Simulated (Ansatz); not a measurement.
```yaml
crystal:
  periodic: [false, false, false]
  atoms:
    - {symbol: B, position_ang: [-0.051366, -1.049660, -0.994917]}
    - {symbol: S, position_ang: [-0.061661, 0.684677, -1.872163]}
    - {symbol: C, position_ang: [-0.192417, 0.527943, -0.151562]}
    - {symbol: C, position_ang: [-1.196816, -0.253987, 0.354232]}
    - {symbol: C, position_ang: [0.972469, 0.987401, 0.669468]}
    - {symbol: F, position_ang: [0.876504, 0.570081, 1.976221]}
    - {symbol: H, position_ang: [0.996766, -1.476963, -0.617499]}
    - {symbol: H, position_ang: [-0.883859, -1.781333, -1.431381]}
    - {symbol: H, position_ang: [-2.127214, -0.375564, -0.179926]}
    - {symbol: H, position_ang: [-1.143323, -0.582286, 1.385900]}
    - {symbol: H, position_ang: [1.903837, 0.612392, 0.240684]}
    - {symbol: H, position_ang: [0.984081, 2.082198, 0.655044]}
basis:
  gaussian: {orbitals: aug-cc-pVDZ}
total_charge: -4
magnetization: {spin_polarized: true, initial_magnetization: 0}
hamiltonian: {xc: {name: HF}}
output: {forces: true}
```

```sh
$ ansatz run in.yaml --threads 4 --pin off --events-out ev --progress --plain --max-ram 10444MiB
```

Output, abridged:

```
Functional definition: HF
1937 factors; integrals over basis functions are off by at most 6.4e-4 eV
mean field evaluation 1: about -17043.7593 eV, gradient 1.7e2 eV
mean field evaluation 2: about -17043.7058 eV, gradient 1.7e2 eV
mean field evaluation 4: about -17276.1072 eV, gradient 1.1e2 eV
mean field evaluation 8: about -17362.2399 eV, gradient 5.3e0 eV
mean field evaluation 16: about -17362.8038 eV, gradient 1.2e-1 eV
mean field evaluation 32: about -17364.2668 eV, gradient 2.4e-1 eV
mean field evaluation 64: about -17364.0314 eV, gradient 2.6e-1 eV
mean field evaluation 96: about -17364.2815 eV, gradient 3.0e-1 eV
mean field evaluation 128: about -17364.2175 eV, gradient 4.0e-1 eV
mean field evaluation 160: about -17364.0474 eV, gradient 6.8e-1 eV
mean field evaluation 192: about -17364.2910 eV, gradient 6.0e-1 eV
mean field evaluation 224: about -17364.2351 eV, gradient 4.3e-1 eV
mean field evaluation 256: about -17364.2865 eV, gradient 2.2e-1 eV
mean field evaluation 384: about -17362.8061 eV, gradient 7.5e-3 eV
a density is far from that of the atoms, so the factors are made again for it
2005 factors; integrals over basis functions are off by at most 6.3e-4 eV
mean field evaluation 512: about -17364.3577 eV, gradient 3.4e-5 eV
mean field -17364.35773480 eV, -638.1283767695 hartree, gradient 1.7e-6 eV, S^2 1.966881; 0 other end points of the search recorded, 0 dependent functions left out
reference -17364.35773480 eV, -638.1283767695 hartree; 29, 29 occupied and 167, 167 virtual orbitals, 2005 factors
Total energy: -17364.35773480 eV, -638.1283767695 hartree
Atom 0 at    -0.051366    -1.049660    -0.994917 Å, force     0.356001    -1.618647    -0.491944 eV/Å
Atom 1 at    -0.061661     0.684677    -1.872163 Å, force     0.035010     0.310537    -0.612453 eV/Å
Atom 2 at    -0.192417     0.527943    -0.151562 Å, force    -0.861371    -0.191326     1.061776 eV/Å
Atom 3 at    -1.196816    -0.253987     0.354232 Å, force     0.456486     0.490414     0.331002 eV/Å
Atom 4 at     0.972469     0.987401     0.669468 Å, force     0.297054     0.595121    -0.126763 eV/Å
Atom 5 at     0.876504     0.570081     1.976221 Å, force     0.046756    -0.003607    -0.231354 eV/Å
Atom 6 at     0.996766    -1.476963    -0.617499 Å, force    -0.071150     0.232542    -0.155246 eV/Å
Atom 7 at    -0.883859    -1.781333    -1.431381 Å, force     0.023142     0.332230    -0.008613 eV/Å
Atom 8 at    -2.127214    -0.375564    -0.179926 Å, force     0.250728    -0.039606    -0.000874 eV/Å
Atom 9 at    -1.143323    -0.582286     1.385900 Å, force    -0.522636     0.012283    -0.054320 eV/Å
Atom 10 at     1.903837     0.612392     0.240684 Å, force    -0.224387     0.002993     0.167458 eV/Å
Atom 11 at     0.984081     2.082198     0.655044 Å, force     0.214367    -0.122934     0.121330 eV/Å
Dipole moment:     0.616668     2.618755     0.146403 e Å
```

In this input the charge is far from anything that the molecule holds. The run converged. The result belongs to that input, not to the molecule as meant.
